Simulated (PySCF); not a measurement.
CeC: frontier orbitals

PBE0 at R = 1.876 Å; basis Ce x2c-SVPall, C x2c-SVPall; spin-free X2C with a Gaussian nucleus; PySCF 2.14. State: triplet, about 1.3 electrons in the 4f shell (Mulliken), real f orbitals that mix terms. Only the outer orbitals are listed, counted within each symmetry.

```json
{"spin": "α", "orbital": "12σ", "occ.": "1", "ε (eV)": "-23.69", "on Ce (%)": "89", "main shells (%)": "89 Ce p"}
{"spin": "α", "orbital": "6π", "occ.": "1", "ε (eV)": "-22.39", "on Ce (%)": "100", "main shells (%)": "100 Ce p"}
{"spin": "α", "orbital": "6π", "occ.": "1", "ε (eV)": "-22.31", "on Ce (%)": "100", "main shells (%)": "100 Ce p"}
{"spin": "α", "orbital": "13σ", "occ.": "1", "ε (eV)": "-10.74", "on Ce (%)": "27", "main shells (%)": "72 C s, 14 Ce d"}
{"spin": "α", "orbital": "7π", "occ.": "1", "ε (eV)": "-4.85", "on Ce (%)": "76", "main shells (%)": "66 Ce f, 24 C p, 9 Ce d"}
{"spin": "α", "orbital": "14σ", "occ.": "1", "ε (eV)": "-4.54", "on Ce (%)": "49", "main shells (%)": "46 C p, 31 Ce d, 11 Ce p"}
{"spin": "α", "orbital": "7π", "occ.": "1", "ε (eV)": "-4.45", "on Ce (%)": "49", "main shells (%)": "51 C p, 41 Ce d"}
{"spin": "α", "orbital": "8π", "occ.": "1", "ε (eV)": "-4.13", "on Ce (%)": "75", "main shells (%)": "41 Ce d, 34 Ce f, 25 C p"}
{"spin": "α", "orbital": "15σ", "occ.": "0", "ε (eV)": "-1.81", "on Ce (%)": "99", "main shells (%)": "78 Ce s, 16 Ce p"}
{"spin": "α", "orbital": "3δ", "occ.": "0", "ε (eV)": "-0.35", "on Ce (%)": "100", "main shells (%)": "98 Ce d"}
{"spin": "α", "orbital": "3δ", "occ.": "0", "ε (eV)": "-0.33", "on Ce (%)": "100", "main shells (%)": "96 Ce d"}
{"spin": "β", "orbital": "12σ", "occ.": "1", "ε (eV)": "-22.80", "on Ce (%)": "90", "main shells (%)": "90 Ce p"}
{"spin": "β", "orbital": "6π", "occ.": "1", "ε (eV)": "-21.82", "on Ce (%)": "100", "main shells (%)": "100 Ce p"}
{"spin": "β", "orbital": "6π", "occ.": "1", "ε (eV)": "-21.70", "on Ce (%)": "100", "main shells (%)": "100 Ce p"}
{"spin": "β", "orbital": "13σ", "occ.": "1", "ε (eV)": "-9.57", "on Ce (%)": "28", "main shells (%)": "72 C s, 14 Ce d"}
{"spin": "β", "orbital": "7π", "occ.": "1", "ε (eV)": "-4.19", "on Ce (%)": "52", "main shells (%)": "48 C p, 46 Ce d"}
{"spin": "β", "orbital": "7π", "occ.": "1", "ε (eV)": "-4.19", "on Ce (%)": "50", "main shells (%)": "50 C p, 43 Ce d"}
{"spin": "β", "orbital": "14σ", "occ.": "0", "ε (eV)": "-1.56", "on Ce (%)": "99", "main shells (%)": "78 Ce s, 13 Ce p"}
{"spin": "β", "orbital": "15σ", "occ.": "0", "ε (eV)": "-1.07", "on Ce (%)": "69", "main shells (%)": "33 Ce p, 33 Ce d, 29 C p"}
{"spin": "β", "orbital": "3δ", "occ.": "0", "ε (eV)": "-0.11", "on Ce (%)": "100", "main shells (%)": "97 Ce d"}
```

Q: Which are the highest filled and the lowest empty level, where do they sit, and how wide is the gap?

A: Highest filled α 8π at -4.13 eV (in %: 41 Ce d, 34 Ce f, 25 C p); lowest empty α 15σ at -1.81 eV (in %: 78 Ce s, 16 Ce p); the gap at PBE0 is 2.32 eV.

The bond order (Mayer) is 3.01 and the ⟨S²⟩ is 2.009. The charge on Ce (Mulliken, basis-dependent) is 0.19, the charge on Ce (Löwdin, basis-dependent) is 0.08 and the dipole moment (positive dipole means Ce(−)C(+)) is -7.13 D. The polarisability along the bond is 97.5 bohr³ and the polarisability across the bond is 52.3 bohr³.

Spin–orbit coupling is left out. The state is the lowest single determinant that the PBE0 search found; with open d or f shells the true ground state can be another one.
